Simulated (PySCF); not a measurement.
The dipole of `F/C=C\O[SiH2]CC(F)(F)F` from its density and from atomic charges.

Coordinates (GFN2-xTB, Å) and charges (e) from the PBE0/pcSseg-1 density (PySCF):

| atom | x | y | z | Mulliken | IAO | Hirshfeld | ESP-fitted |
| --- | --- | --- | --- | --- | --- | --- | --- |
| F1 | 1.679 | -1.288 | 0.731 | -0.2897 | -0.2763 | -0.0683 | -0.0982 |
| C2 | 2.667 | -0.409 | 0.457 | +0.1335 | +0.0439 | +0.0022 | -0.1452 |
| C3 | 2.474 | 0.604 | -0.374 | +0.1359 | +0.0150 | +0.0109 | -0.0469 |
| O4 | 1.345 | 0.893 | -1.029 | -0.5922 | -0.5709 | -0.1918 | -0.2916 |
| Si5 | -0.141 | 0.212 | -1.090 | +0.8645 | +1.0114 | +0.3930 | +0.6485 |
| C6 | -1.012 | 0.348 | 0.610 | -0.5987 | -0.6158 | -0.1909 | -0.6183 |
| C7 | -2.493 | 0.380 | 0.409 | +0.7397 | +0.8095 | +0.2572 | +0.6427 |
| F8 | -2.902 | 1.468 | -0.268 | -0.2721 | -0.2895 | -0.0952 | -0.2073 |
| F9 | -3.186 | 0.388 | 1.564 | -0.2730 | -0.2881 | -0.1052 | -0.2192 |
| F10 | -2.947 | -0.678 | -0.286 | -0.2735 | -0.2888 | -0.0930 | -0.2061 |
| H11 | 3.584 | -0.626 | 0.975 | +0.1173 | +0.1688 | +0.0634 | +0.1818 |
| H12 | 3.283 | 1.293 | -0.574 | +0.1189 | +0.1738 | +0.0634 | +0.1537 |
| H13 | -0.120 | -1.195 | -1.474 | -0.0773 | -0.1345 | -0.0747 | -0.0889 |
| H14 | -0.721 | 1.129 | -2.058 | -0.0845 | -0.1235 | -0.0763 | -0.1215 |
| H15 | -0.787 | -0.501 | 1.255 | +0.1804 | +0.1848 | +0.0499 | +0.1980 |
| H16 | -0.732 | 1.259 | 1.139 | +0.1708 | +0.1801 | +0.0558 | +0.2185 |

Problem. What dipole does each set of charges give (1 e·Å = 4.803 D), and what does the density give?

Solution. The full density gives (3.42, 0.20, 0.48) D, 3.46 D in size; dipole vectors point from the negative to the positive end.

```csv
scheme,μx,μy,μz,size (D),share of the full size (%),angle to the full dipole (°)
Mulliken,5.42,0.05,-0.57,5.45,157,14
IAO,4.79,0.38,-0.40,4.82,139,13
Hirshfeld,2.22,0.05,0.05,2.22,64,7
ESP-fitted,3.45,0.21,0.47,3.49,101,0
```

Problem. Which set comes closest?

Solution. Length of the difference vector: ESP-fitted 0.03 D, Hirshfeld 1.29 D, IAO 1.64 D, Mulliken 2.26 D. Closest: ESP-fitted. 

Problem. What is left for the Hirshfeld atoms' own dipoles?

Solution. The shares of the density sum to the whole, so what Σ q r misses lies in dipoles about the nuclei. The atomic dipoles sum to (3.42, 0.20, 0.48) − (2.22, 0.05, 0.05) = (1.20, 0.15, 0.43) D, 1.29 D in size.

Problem. With the origin at the mean of the coordinates, (0.000, 0.205, -0.001) Å, which are the largest single terms, by size, of the Hirshfeld dipole along the direction of the full one?

Solution. C7 -2.96, F9 +1.48, F10 +1.34, F8 +1.29, O4 -1.13 D; all 16 atoms together +2.20 D. The single terms depend on the origin, their sum doesn't.

Problem. Give the size of the full dipole in other units.

Solution. 3.46 D = 1.362 au = 0.721 e·Å = 11.55 × 10⁻³⁰ C·m.

The structure is a single GFN2-xTB conformer in the gas phase; no vibrational or solvent corrections.

The run behind these numbers computed NMR shieldings as well. On one thread, AMD EPYC 9R45 (x86_64), shared host with 96 logical CPUs at a one-minute load of 49, this took 22 s wall and 0.92 GiB of memory at its peak.

Shape of the structure used: `[F:1]/[CH:2]=[CH:3]\[O:4][SiH2:5][CH2:6][C:7]([F:8])([F:9])[F:10]`: C2–C3–O4–Si5 0°, C3–O4–Si5–C6 66°, O4–Si5–C6–C7 152°, Si5–C6–C7–F8 -64°.
